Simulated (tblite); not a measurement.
Species: C3H10B3N.
Numbering: `[BH2:1][N:2]([BH2:3])[BH:4][CH:5]1[CH2:6][CH2:7]1` (hydrogens: H8, H9 on B1; H10, H11 on B3; H12 on B4; H13 on C5; H14, H15 on C6; H16, H17 on C7)

Computed with GFN2-xTB (tblite), gas phase: L-BFGS steps from a force-field or distance-geometry start until the largest atomic force falls under 0.01 eV/Å.

The end geometry, which sets the zero of energy:
```
atom  x, y, z in Å
B1      1.9149    0.1008   -1.3092
N2      1.5772    0.1267    0.0761
B3      2.5933    0.0018    1.0704
B4      0.2048    0.3131    0.5107
C5     -0.9861   -0.2643   -0.2905
C6     -2.2465   -0.7088    0.4329
C7     -2.2839    0.5218   -0.3904
H8      1.0959    0.3191   -2.1174
H9      3.0218   -0.0968   -1.6319
H10     2.3204    0.1366    2.2011
H11     3.6896   -0.2515    0.7508
H12     0.0041    0.8943    1.5103
H13    -0.7628   -0.8531   -1.1736
H14    -2.7405   -1.5961    0.0655
H15    -2.2725   -0.6085    1.5071
H16    -2.8043    0.5023   -1.3363
H17    -2.3323    1.4746    0.1143
```

Question: These geometries come from the run, each turned onto the end geometry. Order them by energy, lowest first.
A.
```
atom  x, y, z in Å
B1      1.9893   -0.1858   -1.2964
N2      1.5685    0.1450    0.0262
B3      2.4940    0.1019    1.1150
B4      0.2003    0.4973    0.3483
C5     -1.0272    0.0265   -0.4632
C6     -2.0473   -0.8045    0.3082
C7     -2.4130    0.5545   -0.1601
H8      1.2155   -0.1158   -2.1699
H9      3.1086   -0.4667   -1.4915
H10     2.1809    0.5066    2.1706
H11     3.5426   -0.3960    0.9771
H12     0.0119    1.0891    1.3432
H13    -0.9052   -0.3113   -1.4863
H14    -2.4202   -1.6783   -0.2040
H15    -1.8918   -0.9334    1.3690
H16    -3.1029    0.6542   -0.9837
H17    -2.5109    1.3289    0.5873
```
B.
```
atom  x, y, z in Å
B1      2.0613   -0.2845   -1.2586
N2      1.5159    0.1836   -0.0339
B3      2.3083    0.0423    1.1409
B4      0.2017    0.7681    0.1560
C5     -1.0901    0.1837   -0.4886
C6     -1.8684   -0.8869    0.2516
C7     -2.4615    0.4731    0.0533
H8      1.5151   -0.0555   -2.2673
H9      3.0571   -0.9056   -1.2634
H10     1.8031    0.2380    2.1820
H11     3.4314   -0.2724    1.0524
H12     0.1871    1.7152    0.8451
H13    -1.0426   -0.0093   -1.5520
H14    -2.2726   -1.6987   -0.3397
H15    -1.5415   -1.1662    1.2446
H16    -3.2817    0.5667   -0.6483
H17    -2.5294    1.1204    0.9158
```
C.
```
atom  x, y, z in Å
B1      1.9378   -0.0683   -1.2982
N2      1.5772    0.0896    0.0753
B3      2.6080    0.1702    1.0635
B4      0.2007    0.2258    0.5087
C5     -1.0106   -0.2400   -0.3350
C6     -2.2678   -0.7472    0.3506
C7     -2.2846    0.5882   -0.2885
H8      1.1344    0.0367   -2.1431
H9      3.0567   -0.2625   -1.5804
H10     2.3426    0.4847    2.1589
H11     3.7125   -0.0786    0.7733
H12     0.0000    0.7004    1.5638
H13    -0.8307   -0.7085   -1.2952
H14    -2.7971   -1.5568   -0.1299
H15    -2.2699   -0.8030    1.4284
H16    -2.8278    0.7229   -1.2114
H17    -2.2882    1.4584    0.3492
```
D.
```
atom  x, y, z in Å
B1      1.9808   -0.1102   -1.3015
N2      1.5864    0.1022    0.0536
B3      2.5755    0.1520    1.0857
B4      0.2024    0.2998    0.4417
C5     -1.0193   -0.1610   -0.3898
C6     -2.2043   -0.7632    0.3453
C7     -2.3329    0.5895   -0.2393
H8      1.1810   -0.1121   -2.1525
H9      3.1122   -0.2512   -1.5611
H10     2.2633    0.4552    2.1736
H11     3.6834   -0.1391    0.8438
H12    -0.0037    0.8216    1.4720
H13    -0.8596   -0.5821   -1.3756
H14    -2.7240   -1.5765   -0.1354
H15    -2.1439   -0.8677    1.4171
H16    -2.9479    0.7191   -1.1179
H17    -2.3562    1.4356    0.4302
```
E.
```
atom  x, y, z in Å
B1      2.1515   -0.3387   -1.2328
N2      1.5323    0.1682   -0.0613
B3      2.2895    0.0444    1.1425
B4      0.1991    0.7320    0.0059
C5     -1.1332    0.1176   -0.5644
C6     -1.9174   -0.8757    0.2755
C7     -2.4225    0.5310    0.1045
H8      1.5455   -0.4606   -2.2352
H9      3.3080   -0.5618   -1.1642
H10     1.7411   -0.1582    2.1756
H11     3.4623    0.1475    1.0847
H12     0.0816    1.7773    0.5574
H13    -1.1811   -0.1102   -1.6262
H14    -2.4483   -1.6750   -0.2408
H15    -1.5257   -1.2068    1.2330
H16    -3.3642    0.6827   -0.4192
H17    -2.3252    1.1983    0.9548
```

Answer: C (0.010 eV), D (0.019 eV), A (0.052 eV), B (0.204 eV), E (0.399 eV).

In the order of the answer:

```csv
step,E above end (eV),largest force (eV/Å),rms force component (eV/Å),rms distance from end (Å),rms bond change (Å),bond most changed (Å)
104,0.010,0.03,0.010,0.196,0.001,N2–B3 +0.003
91,0.019,0.10,0.032,0.240,0.001,B1–H8 -0.003
79,0.052,0.17,0.053,0.383,0.003,C5–C7 -0.007
34,0.204,0.28,0.104,0.676,0.007,C5–C7 -0.018
26,0.399,0.44,0.161,0.741,0.012,B4–C5 +0.027
```

The cost below is that of the whole relaxation. On one thread of an Intel Xeon at 2.50 GHz, no GPU, shared host, this took 2.5 s wall.
